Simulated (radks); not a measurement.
Results of a calculation; reference values are marked as such.
Spin polarisation of the 2p5 shell in neutral fluorine. Start: [He] 2s2 2p(up 2.5, down 2.5); electrons of 2p are moved from spin down to spin up, other shells keep equal spins. Level of theory: non-relativistic Kohn-Sham, SCAN, spin-polarised, spherical densities, point nucleus; meta-GGA in the generalised Kohn-Sham scheme (a radial shooting solver on a logarithmic mesh with Libxc functionals).

\begin{tabular}{lrrrr}
moment (Bohr magnetons) & E - E(0) (eV) & e(2p up) (eV) & e(2p down) (eV) & 2s down minus up (eV) \\ \hline
0 & 0.000 & -11.572 & -11.572 & 0.000 \\
0.5 & -0.139 & -12.108 & -10.990 & 1.093 \\
0.75 & -0.317 & -12.359 & -10.681 & 1.640 \\
1 & -0.554 & -12.599 & -10.361 & 2.190 \\
\end{tabular}

At moment 1 the spin-polarisation energy is -0.554 eV and the 2p exchange splitting 2.238 eV, that is 2.238 eV per Bohr magneton; E = -I m^2/4 would give I = 2.218 eV.
